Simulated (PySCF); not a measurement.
Correlation energy of Cl⁻ (chlorine, charge -1)

[Ar], closed-shell 1S. Computed with PySCF 2.14 in def2-QZVPPD (10s7p5d2f1g, 79 functions), with no relativity, point nucleus. Frozen: [Ne]; 8 electrons correlated.

```json
{"level": "CCSD", "correlation energy (mhartree)": "-239.03"}
{"level": "(T)", "correlation energy (mhartree)": "-10.77"}
{"level": "CCSD(T)", "correlation energy (mhartree)": "-249.80"}
```

Diagnostics: T1 = 0.0051, D1 = 0.0077, largest double amplitude 0.039.

Cost of the coupled-cluster step: roughly 3 core-seconds, for 8 correlated electrons.
